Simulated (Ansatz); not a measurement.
`[SiH3][O][Zn][SH]` from Hartree–Fock to CCSD(T)

```xyz
8

Si    1.3688    0.9477    0.5420
O     0.5409   -0.0120   -0.4710
Zn   -0.8754   -1.0451   -0.6485
S    -2.5518   -2.3507   -0.9388
H     0.7007    2.2718    0.6986
H     1.4892    0.3418    1.9006
H     2.7378    1.1725    0.0054
H    -3.4102   -1.3260   -1.0884
```

Charge 0, multiplicity 1. For Zn the d shell is correlated and the shells below it are frozen. Scalar relativity is left out up to krypton. Geometry: relaxed with PBE0-D4/def2-TZVP. It is one conformer, not always the lowest. Frozen core, restricted reference, Ansatz.

```json
{"basis": "def2-SVP", "HF (Eh)": "-2541.03257", "MP2 corr.": "-0.71512"}
{"basis": "def2-TZVPP", "HF (Eh)": "-2541.62120", "MP2 corr.": "-1.04344"}
{"basis": "def2-QZVPP", "HF (Eh)": "-2541.68903", "MP2 corr.": "-1.12460"}
```

Task: Estimate the CCSD correlation energy and the (T) correction in each basis where they were run (hartree).

Result: 
```json
{"basis": "def2-SVP", "CCSD corr.": "-0.73255", "(T)": "-0.01825"}
{"basis": "def2-TZVPP", "CCSD corr.": "-1.03297", "(T)": "-0.03623"}
```
